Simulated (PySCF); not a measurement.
# Chromium: a sound run and one with changed settings

Sound run: Cr+ [Ar] 3d5, Cr(2+) [Ar] 3d4. All numbers are calculated (PySCF 2.14, scalar relativity by spin-free X2C-1e, in cc-pVDZ-DK). In the sound run the correlated levels freeze [Ar]. The sound run starts from symmetry-adapted Hartree-Fock orbitals and uses a fine grid where one is needed.

Changed run: no relativity, point nucleus. This setting is unsound on purpose.

| species | method | sound run (hartree) | changed run (hartree) | converged |
| --- | --- | --- | --- | --- |
| Cr+ | UHF | -1049.43261 | -1040.39282 | yes |
| Cr+ | M06-2X | -1050.50050 | -1041.46451 | yes |
| Cr+ | LDA | -1048.18833 | -1039.15501 | yes |
| Cr+ | MP2 | -1049.49807 | -1040.45782 | yes |
| Cr(2+) | UHF | -1048.87898 | -1039.83461 | yes |
| Cr(2+) | M06-2X | -1049.90248 | -1040.86190 | yes |
| Cr(2+) | LDA | -1047.54798 | -1038.51042 | yes |
| Cr(2+) | MP2 | -1048.91035 | -1039.86576 | yes |

Ionisation energy of Cr+:

| method | sound run (eV) | changed run (eV) |
| --- | --- | --- |
| UHF | 15.065 | 15.190 |
| M06-2X | 16.273 | 16.398 |
| LDA | 17.425 | 17.540 |
| MP2 | 15.993 | 16.111 |
| SCS-MP2 | 15.374 | 15.497 |

Most of the change in total energy is the relativistic energy itself. On top of that the contraction fixes the core shape for the Hamiltonian it was made with, so the changed run is not a good calculation with the other Hamiltonian either.

For comparison, NIST gives 16.486 eV between the lowest levels.
